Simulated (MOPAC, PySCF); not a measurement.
CH2GeO2, SMILES `O=[CH][Ge][OH]` (lower singlet; O–C–Ge–O torsion 0°, C–Ge–O–H torsion 0°), neutral singlet in the gas phase. This singlet lies 1.46 eV below the relaxed triplet at the level frozen-core CCSD(T)/cc-pVTZ // B3LYP-D3(BJ)/def2-TZVP (Ansatz).

Cartesian coordinates (Å):
SMILES: [Ge]([OH])[CH]=O
```xyz
6

O     -0.7964     1.0605    -0.2134
C     -0.9725    -0.1222    -0.0252
Ge     0.7697    -1.3672     0.1229
O      1.7902     0.0660    -0.1261
H     -2.0202    -0.4962     0.0597
H      1.2292     0.8591    -0.2347
```
Charge 0, spin multiplicity 1.

All levels are single points at this geometry (B3LYP-D3(BJ)/def2-TZVP); Pople sets use spherical d functions. Orbital energies aren't observables, and empty levels follow the basis.

M06-2X/6-31G* in PySCF gives gap (eV) = 5.65.

**Question.** Estimate the gap (eV) from each of these levels: B3LYP-D3(BJ)/def2-TZVP in PySCF; PBE-D3(BJ)/def2-TZVP in PySCF; B3LYP/3-21G in PySCF; B3LYP/LANL2DZ in PySCF; PBE/6-31G* in PySCF; SVWN5/6-31G* in PySCF; HF/6-31G* in PySCF; PM6 in MOPAC.

**Answer.** 
```
level                            gap (eV)
-------------------------------  --------
B3LYP-D3(BJ)/def2-TZVP in PySCF      3.09
PBE-D3(BJ)/def2-TZVP in PySCF        1.43
B3LYP/3-21G in PySCF                 3.17
B3LYP/LANL2DZ in PySCF               3.11
PBE/6-31G* in PySCF                  1.48
SVWN5/6-31G* in PySCF                1.39
HF/6-31G* in PySCF                   9.49
PM6 in MOPAC                         7.05
```
